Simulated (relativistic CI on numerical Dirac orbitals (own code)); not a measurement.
# Calculated levels, Mo X

Computed by Dirac-Coulomb-Breit CI, separate exchange-only KLI orbitals for each configuration, model QED, unscaled Slater integrals (own radial code, finite nucleus).

Configuration list (outside the closed core [Ar] 3d10): 4s2 4p3, 4s 4p4, 4p5, 4s2 4p2 4d, 4s 4p3 4d, 4s2 4p2 4f, 4s 4p3 4f, 4s2 4p2 5s, 4p4 4d, 4s2 4p2 5p, 4s 4p2 4d2, 4s2 4p 4d 4f, 4p4 5s, 4s2 4p2 5d, 4s 4p3 5s, 4p4 4f, 4s 4p2 4d 5s, 4s 4p3 5p, 4s2 4p2 6s, 4s2 4p 4f 5s, 4s2 4p2 5f, 4s2 4p2 6p, 4s2 4p2 5g, 4s2 4p2 6d, 4s 4p3 5d, 4s 4p2 5s2, 4s2 4p2 7s, 4p3 4d 4f, 4s2 4p 4d2, 4s2 4d3, 4s 4p 4d3, 4s2 4d2 4f, 4s 4p 4d2 4f, 4s2 4d2 5s, 4p3 4d2, 4p2 4d3, 4p2 4d2 4f, 4p2 4d2 5s, 4s2 4p 4f2, 4s2 4d 4f2, 4s 4p 4d 4f2, 4s2 4f3, 4s 4p 4f3, 4s2 4f2 5s, 4s2 4p 4d 5s, 4s 4p 4d2 5s, 4s2 4d 4f 5s, 4s 4p 4d 4f 5s, 4s2 4d 5s2, 4p3 4f2, 4p2 4d 4f2, 4p2 4f3, 4p2 4f2 5s, 4s2 4p 5s2, 4s 4p 4d 5s2, 4s2 4f 5s2, 4s 4p 4f 5s2, 4s 4p2 4d 4f, 4p3 4d 5s, 4p2 4d 4f 5s, 4p2 4d 5s2. Double excitations out of closed p, d and f shells are left out; levels of such configurations are missing from the list, as are those of other unlisted configurations, and high levels can miss mixing partners. These lack a partner that the ground configuration has and come out too high: 4s2 4p2 5p, 4s2 4p2 5d, 4s 4p3 5p, 4s2 4p2 6s, 4s2 4p2 5f.

The lowest level is 4s2 4p3 4S°_3/2, with 84 % of that term; Hund's rules for 4s2 4p3 give 4S° with J = 3/2, in agreement.

```csv
No.,Configuration,Term,J,E (eV),%,Lifetime (s),jj configuration (%)
1,4s2 4p3,4S°,3/2,0.0000,84,,4p3/2 (56)
2,4s2 4p3,2D°,3/2,3.5227,74,6.36e-03,4p1/2 4p3/2^2 (62)
3,4s2 4p3,2D°,5/2,4.5783,97,4.78e-02,4p1/2 4p3/2^2 (97)
4,4s2 4p3,2P°,1/2,7.1859,96,2.24e-03,4p1/2 4p3/2^2 (96)
5,4s2 4p3,2P°,3/2,8.9754,71,9.17e-04,4p3/2^3 (88)
6,4s 4p4(3P),4P,5/2,27.7404,88,4.98e-10,4s 4p3/2^2 (76)
7,4s 4p4(3P),4P,3/2,29.5494,88,4.11e-10,4s 4p1/2 4p3/2^3 (71)
8,4s 4p4(3P),4P,1/2,30.1434,86,3.70e-10,4s 4p3/2^2 (37)
9,4s 4p4(1D),2D,3/2,34.4602,76,1.84e-10,4s 4p1/2 4p3/2^3 (47)
10,4s 4p4(1D),2D,5/2,35.0440,79,2.32e-10,4s 4p1/2 4p3/2^3 (70)
11,4s 4p4(1S),2S,1/2,39.6049,51,6.96e-11,4s 4p3/2^2 (45)
12,4s 4p4(3P),2P,3/2,39.9203,55,6.54e-11,4s 4p1/2 4p3/2^3 (43)
13,4s 4p4(3P),2P,1/2,42.7814,34,8.20e-11,4s 4p3/2^4 (45)
14,4p2(3P) 4d,4F,3/2,43.8291,83,6.78e-10,4p1/2^2 4d3/2 (58)
15,4p2(3P) 4d,4F,5/2,44.5752,75,8.68e-10,4p1/2 4p3/2 4d3/2 (44)
16,4p2(3P) 4d,4F,7/2,45.7650,83,8.20e-09,4p1/2 4p3/2 4d5/2 (74)
17,4p2(1D) 4d,2F,5/2,45.8698,69,1.52e-09,4p1/2 4p3/2 4d3/2 (75)
18,4p2(3P) 4d,4D,1/2,46.4272,92,2.96e-10,4p1/2 4p3/2 4d3/2 (77)
19,4p2(3P) 4d,4D,3/2,46.6101,83,2.41e-10,4p1/2 4p3/2 4d3/2 (54)
20,4p2(1D) 4d,2F,7/2,46.6160,48,7.32e-09,4p1/2 4p3/2 4d5/2 (48)
21,4p2(3P) 4d,4F,9/2,46.9411,87,5.79e-03,4p1/2 4p3/2 4d5/2 (64)
22,4p2(3P) 4d,4D,5/2,47.5577,58,3.24e-10,4p1/2 4p3/2 4d5/2 (57)
23,4p2(3P) 4d,4D,7/2,49.3656,43,4.01e-09,4p3/2^2 4d5/2 (76)
24,4p2(3P) 4d,2P,3/2,50.5824,55,1.30e-11,4p1/2 4p3/2 4d5/2 (46)
25,4p2(1D) 4d,2G,7/2,51.1123,83,5.26e-10,4p1/2 4p3/2 4d3/2 (32)
26,4p2(1D) 4d,2G,9/2,51.7946,86,2.03e-03,4p3/2^2 4d5/2 (64)
27,4p2(3P) 4d,4P,5/2,52.5097,78,7.60e-12,4p1/2 4p3/2 4d5/2 (48)
28,4p2(1D) 4d,2P,1/2,52.7166,52,1.15e-11,4p1/2 4p3/2 4d3/2 (37)
29,4p2(3P) 4d,4P,3/2,52.9306,49,1.04e-11,4p1/2 4p3/2 4d3/2 (30)
30,4p2(3P) 4d,2D,3/2,53.6954,56,1.71e-11,4p3/2^2 4d3/2 (35)
31,4p2(3P) 4d,4P,1/2,53.7297,65,7.53e-12,4p3/2^2 4d3/2 (49)
32,4p2(3P) 4d,2D,5/2,55.4004,81,1.18e-11,4p3/2^2 4d5/2 (30)
33,4p2(1D) 4d,2D,3/2,56.4058,74,8.35e-12,4p3/2^2 4d3/2 (45)
34,4p2(1S) 4d,2D,5/2,56.6160,87,2.70e-11,4p3/2^2 4d5/2 (62)
35,4p2(1D) 4d,2P,1/2,57.2459,75,1.04e-11,4p1/2 4p3/2 4d5/2 (75)
36,4p2(3P) 4d,2F,5/2,58.0187,64,5.77e-12,4p1/2 4p3/2 4d3/2 (39)
37,4p2(1D) 4d,2S,1/2,58.9480,60,9.47e-12,4p3/2^2 4d3/2 (30)
38,4p2(1D) 4d,2P,3/2,59.0419,79,9.61e-12,4p3/2^2 4d5/2 (58)
39,4p2(3P) 4d,2F,7/2,59.2134,94,5.65e-12,4p1/2 4p3/2 4d5/2 (49)
40,4p2(3P) 4d,2D,3/2,61.5483,92,6.86e-12,4p3/2^2 4d3/2 (51)
41,4p2(3P) 4d,2D,5/2,61.7843,64,6.39e-12,4p3/2^2 4d5/2 (67)
42,4p5,2P°,3/2,64.2938,66,1.05e-10,4p3/2^3 (66)
43,4s 4p3(4S°)<5S°> 4d,6D°,1/2,65.7122,96,4.41e-09,4s 4p1/2 4p3/2^2 4d3/2 (49)
44,4s 4p3(4S°)<5S°> 4d,6D°,3/2,65.7724,96,3.67e-09,4s 4p1/2 4p3/2^2 4d3/2 (45)
45,4s 4p3(4S°)<5S°> 4d,6D°,5/2,65.8475,95,4.87e-09,4s 4p1/2 4p3/2^2 4d3/2 (35)
```

Energies count from the lowest computed level; ° marks odd parity; lifetimes are radiative, by E1, M1, E2, M2, E3 decay to levels of this space only. Percentages are summed over parent terms; the parents shown are those of the largest component, closed shells are left out there, and <> holds an intermediate term. Filled j subshells are mostly left out of the jj labels.

The mean weight of the leading LS term, summed over parents, in these 45 levels is 74 %, and that of the leading jj configuration (from the same eigenvectors) 56 %, so LS coupling describes them better.

At this charge energies of transitions that change n are usually good to better than 1 %, and those within a shell (Δn = 0) to a few per cent.

LS names give the leading component of a level, which can be under half, so a name can repeat, a term be missing and a line seem to break the LS rules.
